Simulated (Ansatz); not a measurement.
One change: `Cl[B](Cl)[GeH3]` becomes `C[B](Cl)[GeH3]`.

Ansatz, PBE0-D4/def2-TZVP geometries, multiplicity 1. 

Scalar relativity is left out up to krypton.

```json
{"property": "HOMO energy (PBE/def2-TZVPP) / eV", "`Cl[B](Cl)[GeH3]`": "-7.06"}
{"property": "size of the dipole moment (PBE/def2-TZVPP) / D", "`Cl[B](Cl)[GeH3]`": "0.18"}
{"property": "size of the dipole moment (ωB97M-V/def2-TZVPP) / D", "`Cl[B](Cl)[GeH3]`": "0.30"}
{"property": "HOMO–LUMO gap (PBE/def2-TZVPP) / eV", "`Cl[B](Cl)[GeH3]`": "4.05"}
{"property": "LUMO energy (ωB97M-V/def2-TZVPP) / eV", "`Cl[B](Cl)[GeH3]`": "-0.04"}
{"property": "HOMO energy (ωB97M-V/def2-TZVPP) / eV", "`Cl[B](Cl)[GeH3]`": "-10.39"}
```

(1) Give the same properties after the change, and the shifts. (Estimate.)

Answers

(1) The calculation gave: 
| property | `C[B](Cl)[GeH3]` | shift |
| --- | --- | --- |
| HOMO energy (PBE/def2-TZVPP) / eV | -6.56 | 0.50 |
| size of the dipole moment (PBE/def2-TZVPP) / D | 1.32 | 1.14 |
| size of the dipole moment (ωB97M-V/def2-TZVPP) / D | 1.35 | 1.05 |
| HOMO–LUMO gap (PBE/def2-TZVPP) / eV | 3.94 | -0.11 |
| LUMO energy (ωB97M-V/def2-TZVPP) / eV | 0.34 | 0.38 |
| HOMO energy (ωB97M-V/def2-TZVPP) / eV | -9.91 | 0.48 |

With PBE0 the HOMO rises by 0.51 eV and the LUMO rises by 0.42 eV, so the gap narrows by about 0.09 eV. PBE moves the HOMO by 0.50 eV and ωB97M-V by 0.48 eV. Dipoles are sizes alone; their direction can turn.
